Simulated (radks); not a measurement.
The numbers below are computed, except where a source is named.
Charge is removed step by step from the 3p down level of W2+, starting from [Ne] 3s2 3p(up 3, down 3) 3d10 4s2 4p6 4d10 4f14 5s2 5p6 5d4. Level of theory: scalar-relativistic Kohn-Sham, LDA (Slater exchange, Perdew-Wang correlation), spin-polarised, spherical densities, finite nucleus; open shells are filled with parallel spins first (spin-orbit coupling, left out, can overturn this in heavy ions); Fermi nuclear charge, rms radius 5.3658 fm (a radial shooting solver on a logarithmic mesh with Libxc functionals).

| removed (e) | E - E(0) (eV) | eigenvalue (eV) | E minus straight line (eV) |
|---|---|---|---|
| 0 | 0.000 | -2331.9 | 0.000 |
| 0.25 | 583.74 | -2345.5 | -5.201 |
| 0.5 | 1170.9 | -2359.3 | -6.965 |
| 0.75 | 1761.6 | -2373.4 | -5.247 |
| 1 | 2355.7 | -2387.5 | 0.000 |

Removing the whole electron costs 2355.7 eV by Delta-SCF, against 2331.9 eV from minus the eigenvalue at the starting occupation. Slater's transition state (half an electron removed) gives 2359.3 eV. Integrating minus the eigenvalue over the occupation (Janak's theorem) gives 2359.5 eV. In this scalar-relativistic scheme the density is built from large components alone, so the theorem holds only approximately. The mean slope of the eigenvalue, de/dn, is 55.7 eV per electron.
